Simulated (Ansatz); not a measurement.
Relaxation of the cluster KBi4⁻ with RKS r2SCAN-D4/def2-SVPD.

```sh
$ ansatz run in.yaml --threads 4 --pin off --events-out ev --progress --plain --max-ram 4787MiB
```

```yaml
crystal:
  periodic: [false, false, false]
  atoms:
    - {symbol: K, position_ang: [-0.000900, 0.000280, -0.000810]}
    - {symbol: Bi, position_ang: [2.805390, -0.807740, 1.576420]}
    - {symbol: Bi, position_ang: [0.757250, -2.121110, -2.438100]}
    - {symbol: Bi, position_ang: [-2.812570, 0.801280, -1.572710]}
    - {symbol: Bi, position_ang: [-0.749180, 2.127290, 2.435190]}
basis:
  gaussian: {orbitals: def2-SVPD}
total_charge: -1
hamiltonian: {xc: r2scan, dispersion: d4}
scf: {lower_state_search: "off"}
output: {orbitals: {seedname: orbitals}}
relax: {f_tol: 0.02, max_steps: 100}
```

Hardware: 4 threads of Arm Neoverse V2 on a shared host. Wall time 2.6 min.

Positions (Å) and forces (eV/Å) at steps 1, 2, 3, 4, 5, 6, 7, 8, 9, 10, 11, 12, 13, 14, 15, 16, 17, 18, 19, 20, 21, 22, 25 of 25:

```xyz
5
step=1 energy=-39693.2342 eV
K    -0.001    0.000   -0.001   -0.002    0.001    0.000
Bi    2.805   -0.808    1.576   -0.473    0.139   -0.264
Bi    0.757   -2.121   -2.438   -0.128    0.355    0.410
Bi   -2.813    0.801   -1.573    0.473   -0.135    0.261
Bi   -0.749    2.127    2.435    0.130   -0.361   -0.406
5
step=2 energy=-39693.4020 eV
K    -0.002    0.001   -0.002   -0.005    0.002   -0.003
Bi    2.735   -0.783    1.539   -0.404    0.123   -0.218
Bi    0.736   -2.071   -2.378   -0.111    0.301    0.345
Bi   -2.744    0.781   -1.539    0.399   -0.119    0.214
Bi   -0.726    2.072    2.380    0.121   -0.307   -0.338
5
step=3 energy=-39693.4082 eV
K    -0.002    0.001   -0.002   -0.020    0.004   -0.014
Bi    2.729   -0.780    1.538   -0.398    0.124   -0.211
Bi    0.737   -2.070   -2.376   -0.109    0.299    0.343
Bi   -2.743    0.781   -1.540    0.400   -0.120    0.213
Bi   -0.721    2.068    2.380    0.127   -0.306   -0.330
5
step=4 energy=-39693.6204 eV
K    -0.018    0.005   -0.014   -0.300    0.051   -0.225
Bi    2.560   -0.697    1.493   -0.188    0.138    0.020
Bi    0.727   -1.999   -2.279   -0.049    0.164    0.201
Bi   -2.674    0.741   -1.531    0.276   -0.125    0.084
Bi   -0.594    1.950    2.331    0.261   -0.228   -0.080
5
step=5 energy=-39693.8035 eV
K    -0.058    0.012   -0.045   -0.624    0.134   -0.430
Bi    2.409   -0.598    1.491   -0.047    0.244    0.321
Bi    0.721   -1.955   -2.216    0.008    0.018    0.039
Bi   -2.643    0.700   -1.562    0.119   -0.148   -0.102
Bi   -0.429    1.840    2.332    0.544   -0.248    0.171
5
step=6 energy=-39694.1152 eV
K    -0.154    0.037   -0.106   -0.373    0.204   -0.087
Bi    2.337   -0.517    1.541   -0.401    0.456    0.293
Bi    0.729   -1.948   -2.193    0.062   -0.058   -0.020
Bi   -2.655    0.663   -1.632   -0.164   -0.150   -0.381
Bi   -0.258    1.765    2.391    0.875   -0.452    0.194
5
step=7 energy=-39694.5192 eV
K    -0.235    0.076   -0.133   -0.392    0.297    0.008
Bi    2.281   -0.450    1.584   -0.562    0.680    0.346
Bi    0.745   -1.952   -2.181    0.013   -0.090   -0.010
Bi   -2.702    0.624   -1.734   -0.228   -0.212   -0.613
Bi   -0.089    1.701    2.465    1.170   -0.675    0.268
5
step=8 energy=-39695.1885 eV
K    -0.311    0.124   -0.146   -0.401    0.363    0.091
Bi    2.235   -0.380    1.623   -0.747    1.155    1.020
Bi    0.746   -1.958   -2.169   -0.358   -0.018   -0.362
Bi   -2.745    0.582   -1.853   -0.406   -0.523   -1.176
Bi    0.074    1.632    2.545    1.912   -0.976    0.428
5
step=9 energy=-39695.9757 eV
K    -0.364    0.162   -0.148   -0.437    0.426    0.148
Bi    2.200   -0.298    1.712   -0.186    0.580    0.716
Bi    0.707   -1.954   -2.200   -0.499    0.102   -0.332
Bi   -2.786    0.520   -1.984   -0.097   -0.627   -1.015
Bi    0.243    1.570    2.621    1.219   -0.481    0.483
5
step=10 energy=-39696.5670 eV
K    -0.375    0.208   -0.097   -0.442    0.518    0.270
Bi    2.220   -0.274    1.770    0.052    0.341    0.589
Bi    0.543   -1.884   -2.257   -0.920    0.314   -0.431
Bi   -2.702    0.383   -2.103    0.388   -0.946   -1.006
Bi    0.314    1.567    2.687    0.921   -0.227    0.577
5
step=11 energy=-39697.2723 eV
K    -0.431    0.280   -0.055   -0.350    0.492    0.319
Bi    2.245   -0.246    1.840    0.465   -0.175    0.212
Bi    0.418   -1.838   -2.313   -1.300    0.611   -0.365
Bi   -2.649    0.255   -2.237    0.854   -1.189   -0.903
Bi    0.418    1.550    2.765    0.331    0.260    0.736
5
step=12 energy=-39698.0632 eV
K    -0.480    0.352   -0.005   -0.305    0.464    0.326
Bi    2.291   -0.250    1.882    0.265   -0.088    0.144
Bi    0.281   -1.784   -2.366   -1.610    0.843   -0.327
Bi   -2.577    0.120   -2.363    1.300   -1.365   -0.725
Bi    0.485    1.562    2.852    0.350    0.147    0.582
5
step=13 energy=-39698.8706 eV
K    -0.525    0.422    0.046   -0.287    0.423    0.289
Bi    2.318   -0.250    1.912    0.285   -0.182    0.020
Bi    0.140   -1.723   -2.414   -1.548    0.815   -0.306
Bi   -2.481   -0.015   -2.466    1.345   -1.283   -0.561
Bi    0.548    1.566    2.922    0.205    0.227    0.559
5
step=14 energy=-39699.4120 eV
K    -0.555    0.471    0.082   -0.218    0.459    0.415
Bi    2.338   -0.263    1.915    0.053    0.006    0.074
Bi   -0.012   -1.647   -2.449   -0.049   -0.181   -0.303
Bi   -2.348   -0.145   -2.526   -0.115   -0.310   -0.559
Bi    0.577    1.584    2.979    0.330    0.024    0.373
5
step=15 energy=-39699.5546 eV
K    -0.706    0.601    0.099   -0.081    0.344    0.385
Bi    2.361   -0.300    1.889   -0.044   -0.057   -0.122
Bi    0.029   -1.642   -2.398    0.018   -0.108   -0.131
Bi   -2.331   -0.203   -2.588   -0.110   -0.266   -0.488
Bi    0.648    1.544    2.997    0.218    0.086    0.356
5
step=16 energy=-39699.7407 eV
K    -0.809    0.739    0.180   -0.139    0.140    0.056
Bi    2.309   -0.340    1.783   -0.258    0.160   -0.005
Bi    0.071   -1.645   -2.357   -0.011    0.040    0.054
Bi   -2.325   -0.303   -2.722    0.098   -0.147   -0.121
Bi    0.755    1.549    3.116    0.310   -0.193    0.016
5
step=17 energy=-39699.8633 eV
K    -0.949    0.879    0.210   -0.089    0.086    0.038
Bi    2.232   -0.397    1.629   -0.280    0.103   -0.113
Bi    0.154   -1.599   -2.201    0.048    0.061    0.144
Bi   -2.268   -0.373   -2.756    0.112   -0.089   -0.027
Bi    0.831    1.490    3.117    0.209   -0.160   -0.041
5
step=18 energy=-39700.0030 eV
K    -1.080    0.995    0.248   -0.039    0.028    0.017
Bi    2.126   -0.443    1.467   -0.228   -0.023   -0.253
Bi    0.240   -1.559   -2.053    0.070    0.118    0.248
Bi   -2.194   -0.428   -2.766    0.132   -0.049    0.046
Bi    0.908    1.435    3.104    0.065   -0.073   -0.058
5
step=19 energy=-39700.1563 eV
K    -1.213    1.110    0.275    0.036   -0.036    0.005
Bi    2.049   -0.504    1.308   -0.316    0.012   -0.290
Bi    0.330   -1.507   -1.882    0.032    0.161    0.274
Bi   -2.116   -0.470   -2.751    0.209   -0.037    0.137
Bi    0.950    1.371    3.050    0.039   -0.100   -0.127
5
step=20 energy=-39700.3014 eV
K    -1.278    1.165    0.293    0.009   -0.003    0.021
Bi    1.941   -0.542    1.150   -0.180   -0.009   -0.187
Bi    0.401   -1.456   -1.732    0.106    0.061    0.199
Bi   -2.035   -0.492   -2.708    0.079    0.022    0.099
Bi    0.972    1.324    2.997   -0.013   -0.071   -0.134
5
step=21 energy=-39700.3090 eV
K    -1.363    1.228    0.320   -0.015    0.019    0.015
Bi    1.854   -0.597    0.992    0.259    0.060    0.346
Bi    0.491   -1.415   -1.572   -0.134   -0.195   -0.419
Bi   -1.941   -0.484   -2.622   -0.069    0.035   -0.019
Bi    0.959    1.269    2.881   -0.041    0.080    0.076
5
step=22 energy=-39700.3273 eV
K    -1.368    1.157    0.368    0.018   -0.004   -0.014
Bi    1.777   -0.686    1.146    0.051   -0.006   -0.057
Bi    0.540   -1.389   -1.764   -0.117    0.132    0.190
Bi   -1.973   -0.481   -2.619    0.074   -0.046   -0.035
Bi    1.023    1.399    2.869   -0.026   -0.076   -0.084
5
step=25 energy=-39700.3457 eV
K    -1.350    1.189    0.332   -0.002    0.001    0.000
Bi    1.885   -0.592    1.063   -0.002    0.004    0.003
Bi    0.465   -1.448   -1.649   -0.003    0.000    0.000
Bi   -1.960   -0.460   -2.646    0.004   -0.001    0.001
Bi    0.961    1.312    2.900    0.003   -0.005   -0.004
```

In the def2 sets Bi takes a core potential; there is no spin–orbit coupling. The restricted singlet is unstable towards broken spin symmetry in Hartree–Fock (as tested in another run); at r2SCAN-D4/def2-SVPD this wasn't settled. Another isomer (singlet) lies 1.07 eV lower at PBE0-D4/def2-TZVPD; other spin states weren't run for this one.
